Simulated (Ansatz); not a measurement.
A made-up structure of Al₂H₃ClO, closed shell:

```
7
angstrom
O 0.5265 1.1872 -1.8156
Al -0.1594 0.9870 -0.2606
Al 0.0467 -1.6196 0.9588
Cl -0.8353 -2.0372 2.4912
H 0.5225 2.0901 -2.3872
H -0.8386 2.3699 0.2720
H 0.7375 -2.9773 0.7414
```

It is relaxed with PBE-D4/def2-SVP and then PBE0-D4/def2-TZVP (Ansatz 0.2.0). Atoms count as bonded within 1.22 times the sum of their covalent radii (H–H: 0.88 Å). The end point is not checked to be a true minimum.

Question: Does its bonding change? (A judgement: the text doesn't fix the answer.)

Answer: The calculation gives: No: no bond forms or breaks.

Where it ends: The first stage lowers the energy by 1.93 eV in 7 steps. It ends as Al₂H₃ClO ([OH][AlH][AlH][Cl]):
O1  (0.028, 0.926, -1.831)
Al2  (0.079, 0.946, -0.130)
Al3  (0.160, -1.411, 0.912)
Cl4  (-1.636, -2.081, 1.810)
H5  (-0.035, 1.717, -2.366)
H6  (0.049, 2.354, 0.617)
H7  (1.355, -2.451, 0.988)
(Å)

Labels in which every atom is bracketed show which atoms are joined, not bond orders.

For scale, one of the runs: PBE0-D4/def2-TZVP relaxation, 160 basis functions, launched by `ansatz run in.yaml --threads 2 --pin off --events-out ev --progress --plain --max-ram 4352MiB`. The run took about 98 s on 2 CPU threads of an Arm Neoverse V2 (shared host).
